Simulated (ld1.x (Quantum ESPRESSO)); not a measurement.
**Pseudopotential generation for zinc (Zn): TM, PBE, non-relativistic.**

ld1.x (Quantum ESPRESSO) 7.5 input, shortened:

```
&input
   title='Zn', zed=30., rel=0, dft='PBE', iswitch=3,
   config='[Ar] 3d10 4s2 4p0 4d-2'
 /
 &inputp
   pseudotype=2, tm=.true., lloc=-1, rcloc=2.55,
   nlcc=.true.
 /
3
4S  1  0   2.00   0.00  2.00  2.00  0.0
4P  2  1   0.00   0.00  3.15  3.15  0.0
4D  3  2  -2.00   0.45  3.05  3.05  0.0
 &test
   configts(1)='4s2 4p0'
 /
```

- Cutoffs needed: 10 Ry and 30 Ry (the cutoffs (Ry, on a coarse ladder) from which the occupation-weighted sum of valence levels, in a spherical-Bessel basis at the reference potential, stays within 10 and 1 mRy of its value at 400 Ry)
- Ghost test: no extra level below or beside the all-electron valence levels (s, p, d, f tested) (spherical-Bessel basis up to 400 Ry, 20 bohr box)
- Largest excitation error: -194 meV (all-electron minus pseudo) for 4s0 4p1, out of 5 test configurations
